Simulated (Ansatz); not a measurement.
Consider the ligand exchange at the Si–Br bond: `[SiH3]N([SiH3])[Si]Br` + H₂S → `[SiH3]N([SiH3])[Si]S` + HBr.

Isolated molecules relaxed with PBE0-D4/def2-TZVP in Ansatz; ΔE leaves out vibrations. CCSD(T)/CBS is the MP2 limit (def2-TZVPP, def2-QZVPP) plus CCSD(T) − MP2 in def2-TZVPP, frozen cores. This one scheme is used for every species. Functionals use def2-TZVPP. B3LYP here is the variant with VWN-RPA as its local correlation; programs differ in this. HSE06 is defined as in plane-wave codes. For Br outer-core shells are correlated without core-valence functions, which leaves a few kJ/mol of doubt a bond. Scalar relativity is left out up to krypton. Each species was taken in one conformer, which may not be the lowest.

```json
{"level": "LDA (SPW92)", "ΔE (kcal/mol)": "9.9", "difference from CCSD(T)/CBS": "-2.3"}
{"level": "revPBE-D4", "ΔE (kcal/mol)": "9.8", "difference from CCSD(T)/CBS": "-2.4"}
{"level": "BLYP-D4", "ΔE (kcal/mol)": "10.9", "difference from CCSD(T)/CBS": "-1.3"}
{"level": "r2SCAN-D4", "ΔE (kcal/mol)": "11.2", "difference from CCSD(T)/CBS": "-1.0"}
{"level": "B97M-V", "ΔE (kcal/mol)": "10.8", "difference from CCSD(T)/CBS": "-1.4"}
{"level": "PBE0-D4", "ΔE (kcal/mol)": "11.1", "difference from CCSD(T)/CBS": "-1.1"}
{"level": "B3LYP-D4", "ΔE (kcal/mol)": "11.5", "difference from CCSD(T)/CBS": "-0.7"}
{"level": "r2SCANh-D4", "ΔE (kcal/mol)": "11.4", "difference from CCSD(T)/CBS": "-0.8"}
{"level": "HSE06-D4", "ΔE (kcal/mol)": "11.2", "difference from CCSD(T)/CBS": "-1.0"}
{"level": "BHLYP-D4", "ΔE (kcal/mol)": "12.6", "difference from CCSD(T)/CBS": "0.4"}
{"level": "CAM-B3LYP-D4", "ΔE (kcal/mol)": "11.8", "difference from CCSD(T)/CBS": "-0.4"}
{"level": "ωB97M-V", "ΔE (kcal/mol)": "12.5", "difference from CCSD(T)/CBS": "0.3"}
{"level": "B2PLYP", "ΔE (kcal/mol)": "12.1", "difference from CCSD(T)/CBS": "-0.1"}
{"level": "PBE", "ΔE (kcal/mol)": "10.8", "difference from CCSD(T)/CBS": "-1.4"}
{"level": "revPBE", "ΔE (kcal/mol)": "11.1", "difference from CCSD(T)/CBS": "-1.1"}
{"level": "BLYP", "ΔE (kcal/mol)": "11.7", "difference from CCSD(T)/CBS": "-0.5"}
{"level": "r2SCAN", "ΔE (kcal/mol)": "11.4", "difference from CCSD(T)/CBS": "-0.8"}
{"level": "PBE0", "ΔE (kcal/mol)": "11.5", "difference from CCSD(T)/CBS": "-0.7"}
{"level": "B3LYP", "ΔE (kcal/mol)": "12.1", "difference from CCSD(T)/CBS": "-0.1"}
{"level": "r2SCANh", "ΔE (kcal/mol)": "11.6", "difference from CCSD(T)/CBS": "-0.6"}
{"level": "r2SCAN0", "ΔE (kcal/mol)": "11.9", "difference from CCSD(T)/CBS": "-0.3"}
{"level": "HSE06", "ΔE (kcal/mol)": "11.5", "difference from CCSD(T)/CBS": "-0.7"}
{"level": "BHLYP", "ΔE (kcal/mol)": "12.8", "difference from CCSD(T)/CBS": "0.6"}
{"level": "CAM-B3LYP", "ΔE (kcal/mol)": "12.1", "difference from CCSD(T)/CBS": "-0.1"}
{"level": "LC-ωPBE", "ΔE (kcal/mol)": "11.5", "difference from CCSD(T)/CBS": "-0.7"}
{"level": "RPA@PBE/def2-TZVPP", "ΔE (kcal/mol)": "11.4", "difference from CCSD(T)/CBS": "-0.8"}
{"level": "HF/def2-SVP", "ΔE (kcal/mol)": "13.7", "difference from CCSD(T)/CBS": "1.5"}
{"level": "MP2/def2-SVP", "ΔE (kcal/mol)": "12.5", "difference from CCSD(T)/CBS": "0.3"}
{"level": "CCSD/def2-SVP", "ΔE (kcal/mol)": "12.2", "difference from CCSD(T)/CBS": "0.0"}
{"level": "CCSD(T)/def2-SVP", "ΔE (kcal/mol)": "11.8", "difference from CCSD(T)/CBS": "-0.4"}
{"level": "HF/def2-TZVPP", "ΔE (kcal/mol)": "14.1", "difference from CCSD(T)/CBS": "1.9"}
{"level": "MP2/def2-TZVPP", "ΔE (kcal/mol)": "12.0", "difference from CCSD(T)/CBS": "-0.2"}
{"level": "SCS-MP2/def2-TZVPP", "ΔE (kcal/mol)": "12.2", "difference from CCSD(T)/CBS": "0.0"}
{"level": "CCSD/def2-TZVPP", "ΔE (kcal/mol)": "11.9", "difference from CCSD(T)/CBS": "-0.3"}
{"level": "CCSD(T)/def2-TZVPP", "ΔE (kcal/mol)": "11.4", "difference from CCSD(T)/CBS": "-0.8"}
{"level": "HF/def2-QZVPP", "ΔE (kcal/mol)": "14.0", "difference from CCSD(T)/CBS": "1.8"}
{"level": "MP2/def2-QZVPP", "ΔE (kcal/mol)": "12.4", "difference from CCSD(T)/CBS": "0.2"}
{"level": "SCS-MP2/def2-QZVPP", "ΔE (kcal/mol)": "12.5", "difference from CCSD(T)/CBS": "0.3"}
{"level": "HF/CBS(def2)", "ΔE (kcal/mol)": "14.0", "difference from CCSD(T)/CBS": "1.8"}
{"level": "MP2/CBS(def2)", "ΔE (kcal/mol)": "12.8", "difference from CCSD(T)/CBS": "0.6"}
{"level": "CCSD(T)/CBS", "ΔE (kcal/mol)": "12.2", "difference from CCSD(T)/CBS": "0"}
```

Largest T1 diagnostic among the species: 0.014.

In def2-TZVPP, CCSD(T) changes the Hartree–Fock value by −2.7 kcal/mol (the triples alone add −0.5 kcal/mol) and MP2 by −2.1 kcal/mol. From BLYP to BHLYP (50 % exact exchange), in def2-TZVPP and without D4, ΔE moves by +1.1 kcal/mol. Leaving LDA and LC-ωPBE aside and taking each functional with its dispersion term where it has one, the values spread over 2.8 kcal/mol, from revPBE-D4 to BHLYP-D4. LDA lies −0.9 kcal/mol from PBE without D4.
